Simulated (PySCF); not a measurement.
# Dipole polarisabilities along group 10, charge +2

Calculated with PySCF 2.14 for the ground configurations, without spin-orbit coupling: coupled response for Hartree-Fock and DFT. Mean α in bohr³, C₆ of like pairs in atomic units.

```tsv
species	α UHF	α PBE	α PBE0	C₆ UHF	C₆ PBE	C₆ PBE0
Ni²⁺ [Ar] 3d8 (aug-cc-pVTZ, non-relativistic)	2.571	3.287	3.040	7.057	9.228	8.485
Pd²⁺ [Kr] 4d8 (aug-cc-pVTZ-DK, spin-free X2C)	6.051	6.900	6.599	31.57	36.61	34.82
Pt²⁺ [Xe] 4f14 5d8 (aug-cc-pVTZ-PP with ECP60MDF, ECP)	8.766	9.809	9.446	56.30	64.00	61.37
```
